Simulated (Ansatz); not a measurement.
Gas-phase electronic energies from Ansatz, PBE0-D4/def2-TZVP geometries. CBS: MP2 limit from def2 TZ/QZ plus the TZ coupled-cluster correction, frozen cores. This one scheme is used for every species. Functionals use def2-TZVPP. B3LYP here is the variant with VWN-RPA as its local correlation; programs differ in this. HSE06 is defined as in plane-wave codes. Each species was taken in one conformer, which may not be the lowest.

Consider the ligand exchange at the Al–C bond: `C[CH2][Al]([F])[Cl]` + H₂S → `[F][Al]([SH])[Cl]` + `CC`.

`C[CH2][Al]([F])[Cl]`:

Z-matrix (Å, degrees):
```
C
C 1 1.528
H 1 1.092 2 111.7
H 1 1.093 2 111.5 3 120.2
H 1 1.092 2 111.8 3 -119.6
Al 2 1.938 1 115.9 3 60.2
H 2 1.097 1 110.7 3 -177.7
H 2 1.097 1 110.8 3 -62.2
Cl 6 2.090 2 122.8 1 2.0
F 6 1.646 2 120.9 1 -178.1
```

H₂S:

Cartesian coordinates in Å:
```
S -0.427 -0.042 0.447
H -0.325 -0.549 -0.791
H 0.752 0.591 0.343
```

`[F][Al]([SH])[Cl]`:

```xyz
5

F    -2.068   -0.588   -0.358
Al   -0.593    0.012    0.020
S     1.151   -1.020   -0.715
Cl   -0.464    1.727    1.183
H     1.975   -0.131   -0.130
```

`CC`:

Z-matrix (Å, degrees):
```
C
C 1 1.519
H 1 1.093 2 111.4
H 1 1.093 2 111.4 3 120.0
H 1 1.093 2 111.4 3 -120.0
H 2 1.093 1 111.4 3 180.0
H 2 1.093 1 111.4 3 -60.0
H 2 1.093 1 111.4 3 60.0
```

Task: Is it downhill or uphill in electronic energy at CCSD(T)/CBS, and by how much? (An estimate is asked.)

Result: The calculation gave: Downhill: ΔE = -27.7 kcal/mol.

Task: What do these levels give: HSE06-D4, revPBE, B3LYP, r2SCAN0, LC-ωPBE, RPA@PBE/def2-TZVPP, HF/def2-SVP, CCSD/def2-SVP, CCSD(T)/def2-TZVPP, MP2/def2-QZVPP, HF/CBS(def2), CCSD/CBS(def2)? (An estimate is asked.)

Result: Ansatz gave: HSE06-D4 -27.7, revPBE -27.6, B3LYP -27.7, r2SCAN0 -28.8, LC-ωPBE -27.5, RPA@PBE/def2-TZVPP -26.4, HF/def2-SVP -29.1, CCSD/def2-SVP -27.4, CCSD(T)/def2-TZVPP -27.4, MP2/def2-QZVPP -28.3, HF/CBS(def2) -29.9, CCSD/CBS(def2) -27.8 kcal/mol.

Largest T1 diagnostic among the species: 0.011.

From PBE to PBE0 (25 % exact exchange), in def2-TZVPP and without D4, ΔE moves by −0.8 kcal/mol. Leaving LDA and LC-ωPBE aside and taking each functional with its dispersion term where it has one, the values, not all of them listed here, spread over 2.2 kcal/mol, from B97M-V to BLYP-D4. LDA lies +1.2 kcal/mol from PBE without D4. In def2-TZVPP, CCSD(T) changes the Hartree–Fock value by +2.6 kcal/mol (the triples alone add +0.1 kcal/mol) and MP2 by +1.8 kcal/mol.
